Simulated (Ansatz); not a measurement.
`[CH3][In]([NH2])[SH]`, relaxed with RKS PBE0-D4/def2-TZVP in the Gaussian-basis code of Ansatz from a GFN2-xTB geometry. The force threshold is 0.005 eV/Å; the program also tests the step.

Total charge 0; spin multiplicity 1. In takes the def2 core potential.

Start:

```xyz
10

C     1.322    1.220    0.944
In    0.077   -0.308   -0.105
N    -1.932   -0.141   -0.550
S     0.995   -2.244   -1.245
H     1.219    2.163    0.412
H     0.984    1.336    1.971
H     2.357    0.889    0.924
H    -2.443   -1.018   -0.519
H    -2.427    0.503    0.058
H    -0.153   -2.400   -1.890
```

Q: By how much does the energy fall, and how many steps does the optimiser take? (Best estimate.)

A: Computed: 0.10 eV, in 7 steps.

Q: Which bonds change most? (An estimate is asked.)

A: Ansatz gave: C1–In2 from 2.233 to 2.137 Å; In2–N3 from 2.065 to 2.018 Å; In2–S4 from 2.427 to 2.397 Å; S4–H10 from 1.327 to 1.343 Å.

Q: Give the relaxed structure. (Estimate.)

A: The calculation gave: 
```xyz
10

C     1.288    1.175    0.898
In    0.087   -0.249   -0.149
N    -1.904   -0.084   -0.436
S     1.057   -2.133   -1.269
H     1.197    2.150    0.419
H     0.949    1.261    1.931
H     2.332    0.866    0.886
H    -2.433   -0.894   -0.721
H    -2.455    0.478    0.194
H    -0.118   -2.569   -1.754
```
